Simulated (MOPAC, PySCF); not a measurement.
HCl3SSi, SMILES `S[Si](Cl)(Cl)Cl`, neutral singlet in the gas phase. 

Cartesian coordinates (Å):
```xyz
6

S      1.5103    -0.0212     0.8994
Si    -0.4164    -0.0258     0.0425
Cl    -0.8290     1.7108    -0.9397
Cl    -0.6633    -1.5431    -1.2946
Cl    -1.7153    -0.2604     1.5863
H      2.1137     0.1397    -0.2940
```
Charge 0, multiplicity 1.

All levels are single points at this geometry (r2SCAN-D4/def2-TZVP); Pople sets use spherical d functions. Orbital energies aren't observables, and empty levels follow the basis.

| level | HOMO (eV) | LUMO (eV) | gap (eV) | dipole (D) | vertical IE, Delta-SCF (eV) |
|---|---|---|---|---|---|
| PBE-D3(BJ)/def2-TZVP in PySCF | -6.92 | -1.61 | 5.31 | 1.06 | 9.92 |
| r2SCAN-D4/def2-TZVP in PySCF | -7.24 | -1.30 | 5.94 | 1.10 | 10.14 |
| B3LYP/3-21G in PySCF | -8.47 | -1.63 | 6.84 | 1.75 | – |
| B3LYP/6-311+G** in PySCF | -8.08 | -1.24 | 6.84 | 1.31 | – |
| B3LYP/LANL2DZ in PySCF | -8.47 | -1.62 | 6.85 | 1.79 | – |
| BP86/6-31G* in PySCF | -7.10 | -1.79 | 5.30 | 1.31 | – |
| M06-2X/6-31G* in PySCF | -9.52 | 0.14 | 9.66 | 1.37 | – |
| PBE/6-31G* in PySCF | -7.00 | -1.68 | 5.31 | 1.31 | 10.05 |
| SVWN5/6-31G* in PySCF | -7.09 | -1.89 | 5.20 | 1.37 | 10.19 |
| HF/STO-3G in PySCF | -9.24 | 5.96 | 15.20 | 2.62 | – |
| AM1 in MOPAC | -10.71 | -2.47 | 8.24 | 1.48 | – |
| PM3 in MOPAC | -10.19 | -2.51 | 7.68 | 1.47 | – |
| PM7 in MOPAC | -10.21 | -2.10 | 8.11 | 1.86 | – |
